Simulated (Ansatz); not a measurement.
Mulliken charges of C2H3BrClF, SMILES `FC(Cl)CBr` from r2SCAN/def2-TZVPP in Ansatz (PBE0-D4/def2-TZVP geometry).

```tsv
atom	x (Å)	y (Å)	z (Å)	charge (e)
F1	-1.319	-1.008	0.772	-0.192
C2	-0.739	0.090	0.208	0.227
Cl3	-0.748	1.408	1.387	-0.124
C4	0.660	-0.293	-0.203	-0.067
Br5	1.477	1.075	-1.287	-0.110
H6	-1.350	0.412	-0.636	0.069
H7	0.613	-1.196	-0.809	0.101
H8	1.290	-0.454	0.669	0.096
```

Task: By hand: the dipole of these point charges (1 e Å = 4.8032 D).

Result: Σ q r = (0.064, -0.195, -0.179) e Å, of length 0.272 e Å = 1.31 D.

Task: How does the dipole of the full density compare? (Best estimate.)

Result: Ansatz gave: (0.043, -0.223, -0.157) e Å, 1.33 D; the point charges give 0.98 times that, at 9° from its direction.

Point charges leave out the atoms' own dipoles, such as those of lone pairs, and Mulliken's split depends on the basis, so the close match here is no proof of good charges.
